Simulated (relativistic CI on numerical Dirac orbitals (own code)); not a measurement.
Co+: resonant inelastic scattering at the M2,3 edge

Computed with this model: Dirac-Coulomb-Breit CI, KLI orbitals optimised for each configuration, QED by a radiative potential, valence Slater integrals scaled by 0.8, Kramers-Heisenberg scattering through one core-hole configuration in a parametric crystal field; configurations [Ar] 3d8 → [Ne] 3s2 3p5 3d9; 80 K; core-hole width 1.2 eV; summed over polarisations. Incident energies are the highest absorption maxima for each field (at most a few, so the weaker spin-orbit partner edge can be absent), on the computed scale of the free ion. Intensities are in per cent of the strongest line above 0.02 eV; levels within 1 cm⁻¹ are merged; final levels count from the ground level, the first row holds all elastic scattering, lines under 0.4 are left out and each table stops after 24 rows. The scale of the Slater integrals is a model choice and moves the terms in proportion.

Field parameters in Wybourne normalisation: D4h B²₀ = −7Ds, B⁴₀ = 21(Dq − Dt), B⁴₄ = 21√(5/14) Dq. The field is a parameter set, without covalency.

S is read from ⟨S²⟩ = S(S + 1).

D4h, 10Dq = 13350, Ds = -1500, Dt = 190 cm⁻¹:

| Final level (eV) | Degeneracy | Irrep | S | 62.8 eV | 66.9 eV |
| --- | --- | --- | --- | --- | --- |
| 0.000 | 1 | B2 | 1.00 | 126.2 | 144.6 |
| 0.000 | 2 | E | 1.00 | 9.0 | 1.0 |
| 1.320 | 1 | A1 | 0.76 | 4.2 | 43.5 |
| 1.358 | 1 | B1 | 1.00 | 8.6 | 26.9 |
| 1.365 | 1 | B2 | 1.00 | 18.4 | 38.2 |
| 1.369 | 2 | E | 1.00 | 26.5 | 75.6 |
| 1.379 | 1 | A2 | 1.00 | 5.8 | 28.7 |
| 1.477 | 1 | A1 | 0.46 | 7.9 | 12.4 |
| 1.604 | 1 | B1 | 0.54 | 5.5 | 16.5 |
| 1.660 | 2 | E | 1.00 | 26.3 | 69.0 |
| 1.697 | 1 | B1 | 0.71 | 5.7 | 20.2 |
| 2.201 | 1 | A1 | 1.00 | 9.7 | 66.0 |
| 2.204 | 1 | A2 | 1.00 | 12.2 | 53.2 |
| 2.243 | 2 | E | 1.00 | 16.8 | 100.0 |
| 2.282 | 1 | B2 | 1.00 | 4.9 | 48.8 |
| 2.294 | 1 | B1 | 0.99 | 1.7 | 43.7 |
| 2.518 | 2 | E | 0.99 | 23.7 | 59.0 |
| 2.521 | 1 | A1 | 0.99 | 6.5 | 33.2 |
| 2.899 | 2 | E | 0.03 | 4.7 | 1.6 |
| 3.038 | 1 | A1 | 0.02 | 1.8 | 0.4 |
| 3.226 | 1 | B2 | 0.03 | 4.4 | 0.9 |
| 3.459 | 2 | E | 0.03 | 3.1 | 1.7 |
| 3.914 | 1 | B1 | 1.00 | 2.7 | 14.5 |
| 3.916 | 1 | A1 | 1.00 | 5.7 | 6.1 |

D4h, 10Dq = 13350, Ds = -860, Dt = 190 cm⁻¹:

| Final level (eV) | Degeneracy | Irrep | S | 62.8 eV | 66.9 eV |
| --- | --- | --- | --- | --- | --- |
| 0.000 | 1 | B2 | 1.00 | 138.0 | 161.6 |
| 0.000 | 2 | E | 1.00 | 9.8 | 0.9 |
| 1.401 | 1 | A1 | 0.93 | 4.8 | 59.5 |
| 1.429 | 1 | B1 | 0.99 | 8.1 | 36.5 |
| 1.430 | 1 | A2 | 1.00 | 6.5 | 36.3 |
| 1.432 | 2 | E | 1.00 | 29.1 | 90.9 |
| 1.439 | 1 | B2 | 1.00 | 21.9 | 44.3 |
| 1.610 | 1 | B1 | 0.59 | 6.3 | 22.7 |
| 1.617 | 1 | A1 | 0.19 | 8.6 | 3.4 |
| 1.659 | 2 | E | 1.00 | 31.1 | 82.1 |
| 1.697 | 1 | B1 | 0.68 | 7.4 | 22.2 |
| 2.258 | 1 | A1 | 0.99 | 8.3 | 77.9 |
| 2.265 | 1 | A2 | 1.00 | 11.9 | 52.0 |
| 2.294 | 2 | E | 1.00 | 18.5 | 100.0 |
| 2.325 | 1 | B2 | 1.00 | 6.1 | 47.7 |
| 2.336 | 1 | B1 | 0.99 | 1.8 | 43.8 |
| 2.519 | 2 | E | 1.00 | 24.1 | 77.6 |
| 2.521 | 1 | A1 | 0.99 | 5.5 | 46.3 |
| 2.898 | 1 | A1 | 0.04 | 1.2 | 0.2 |
| 3.032 | 2 | E | 0.02 | 6.9 | 1.8 |
| 3.239 | 1 | B2 | 0.04 | 4.4 | 1.0 |
| 3.481 | 2 | E | 0.02 | 1.5 | 1.5 |
| 3.857 | 1 | A1 | 1.00 | 3.5 | 17.9 |
| 3.867 | 2 | E | 0.99 | 10.8 | 50.3 |

For the first field the strongest loss at the lowest incident energy is the level at 1.37 eV (S = 1.00, against 1.00 in the thermal ground state).
